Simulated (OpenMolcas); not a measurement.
# Cl3+: Slater's ratio, worked from levels

```
Program             : OpenMolcas 26.06
Basis               : ANO-RCC-VTZP [5s4p2d1f]
Scalar Hamiltonian  : DKH2, point nucleus
Active space        : 4 electrons in 4 orbitals (3s 3p)
State averaging     : 2S+1 = 3 even, 6 roots; 2S+1 = 1 even, 12 roots kept (CI in the orbitals of an earlier block); 2S+1 = 5 odd, 1 root; 2S+1 = 3 odd, 9 roots kept (CI in the orbitals of an earlier block); 2S+1 = 1 odd, 8 roots kept (CI in the orbitals of an earlier block)
Spin-orbit coupling : RASSI with atomic mean-field integrals over the reference wave functions, term energies averaged over their components
```

Methods: CASSCF; MS-CASPT2, IPEA 0.25 Eh, imaginary shift 0.1 Eh (closed shells correlated: 2s 2p). Measured levels: Moore, Atomic Energy Levels, vol. I, NSRDS-NBS 35 (1971 reprint of NBS Circular 467, 1949).

**Slater's ratio.** With one set of orbitals, p2 has ¹D - ³P = 6 F2 and ¹S - ¹D = 9 F2 (F2 = F²/25), a ratio of 3/2. Term energies are centres of gravity, weighted by 2J + 1.

```json
{"Source": "CASSCF", "¹D - ³P": "15983", "¹S - ³P": "29954", "F2 from the first": "2664", "Ratio": "0.874"}
{"Source": "MS-CASPT2", "¹D - ³P": "12676", "¹S - ³P": "30345", "F2 from the first": "2113", "Ratio": "1.394"}
{"Source": "measured", "¹D - ³P": "12857", "¹S - ³P": "31641", "F2 from the first": "2143", "Ratio": "1.461"}
```

Energies in cm-1. A ratio away from 3/2 shows effects beyond one configuration with one set of orbitals, and in heavier atoms second-order spin-orbit shifts. In CASSCF the valence s occupation is 1.91 in ¹S against 1.97 in ¹D: mixing out of s² acts most on ¹S and pulls it down.

Term energies are means over components that CASPT2 splits; among the terms shown or strongly mixed into the levels shown the widest spread is 34 cm-1 (3s² 3p² ¹D, MS-CASPT2). Over all roots computed the reference weight is 0.86 to 0.99 in MS-CASPT2; the roots of lowest weight are the least certain, and an intruder state may touch them. Terms from blocks run as CI alone lack orbitals of their own. Measured partners are found by configuration, term and J. A level has none where our copy of the source lacks it or the pairing is in doubt (some pairs that miss far off the trend of their configuration count as doubtful), and it then counts in no deviation. Levels of configurations outside the active space are missing.
